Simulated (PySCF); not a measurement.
Compound: spiro(2.5)octane, C8H14.
Cartesian coordinates in Å at the PBE0-D3(BJ)/def2-SVP level; atoms count from 1:
```
atom  x, y, z in Å
C1    -2.1464   -0.3709   -0.2468
C2    -1.4943    0.9876   -0.4856
C3    -0.2862    1.1900    0.4245
C4     0.7019    0.0503    0.2835
C5     0.0680   -1.3076    0.5059
C6    -1.1404   -1.5072   -0.4044
C7     1.7723    0.1672   -0.7671
C8     2.1262    0.2648    0.6912
H9    -2.9981   -0.5141   -0.9315
H10   -2.5643   -0.3970    0.7765
H11   -2.2266    1.7979   -0.3376
H12   -1.1645    1.0509   -1.5380
H13    0.2096    2.1500    0.2068
H14   -0.6230    1.2428    1.4765
H15   -0.2507   -1.3845    1.5621
H16    0.8128   -2.1042    0.3457
H17   -1.6202   -2.4779   -0.1986
H18   -0.7964   -1.5433   -1.4536
H19    1.8092    1.0800   -1.3690
H20    2.0654   -0.7365   -1.3095
H21    2.6616   -0.5724    1.1487
H22    2.4052    1.2448    1.0894
```

All values: PBE0/pcSseg-1 (PySCF, non-relativistic), on one gas-phase PBE0-D3(BJ)/def2-SVP geometry that isn't relaxed in the solvent. The solvent is an IEF-PCM continuum (cavity from Bondi-type radii × 1.2). Only the electrostatic response of the medium enters.

| run | E − E(gas) (kJ/mol) | HOMO (eV) | HOMO–LUMO gap (eV) | dipole (D) |
| --- | --- | --- | --- | --- |
| gas | 0.00 | -7.53 | 8.96 | 0.22 |
| P | -4.50 | -7.45 | 9.03 | 0.28 |
| Q | -1.80 | -7.48 | 8.99 | 0.24 |

Problem. The runs were made in acetone and cyclohexane. Which run belongs to which solvent?

Solution. P = acetone, Q = cyclohexane. The dielectric constants are 2.017 (cyclohexane), 20.49 (acetone), and the energy falls further as ε rises. In this model the ground state sees the solvent through ε alone.

Problem. How constant is the ratio of the lowering to (ε − 1)/(2ε + 1)?

Solution. 
```json
{"solvent": "cyclohexane", "(ε − 1)/(2ε + 1)": "0.202", "E − E(gas) (kJ/mol)": "-1.80", "ratio (kJ/mol)": "-8.9", "polarisation term (kJ/mol)": "-1.83"}
{"solvent": "acetone", "(ε − 1)/(2ε + 1)": "0.464", "E − E(gas) (kJ/mol)": "-4.50", "ratio (kJ/mol)": "-9.7", "polarisation term (kJ/mol)": "-4.72"}
```

The ratio changes by +8.7 % in size from cyclohexane to acetone. The polarisation term is half the interaction of the solute with the induced surface charges.
